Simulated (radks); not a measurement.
Spherical quantum dot in the effective-mass picture: electrons in a parabolic well V = omega^2 r^2 / 2 with omega = 2.59, all in effective atomic units (hartree* = m*/eps^2 hartree, bohr* = eps/m* bohr), one dielectric constant everywhere. Method: non-relativistic Kohn-Sham, LDA (Slater exchange, Perdew-Wang correlation), spin-polarised, spherical densities; computed with a radial shooting solver with Libxc functionals. Levels are named by radial order and angular momentum (1s, 1p, 1d, 2s, ...), and open shells are averaged over m.

N = 12, configuration 1s2 1p6 1d(up 4, down 0). This is the lowest configuration that the search found. Occupied and some empty levels:

level    occupation  eigenvalue (hartree*)  <r> (bohr*)
1s up             1                 13.783       0.8596
1s down           1                 13.893       0.8497
1p up             3                 15.522        1.101
1p down           3                 15.670        1.097
1d up             4                 17.403        1.280
1d down           0                 17.564        1.281
2s up             0                 17.651        1.153
2s down           0                 17.763        1.158
1f up             0                 19.403        1.428
1f down           0                 19.562        1.432
2p up             0                 19.753        1.315
2p down           0                 19.861        1.319

Energy (hartree*): total 135.840, kinetic 30.959, external 55.763, Hartree 57.734, exchange-correlation -8.6153.
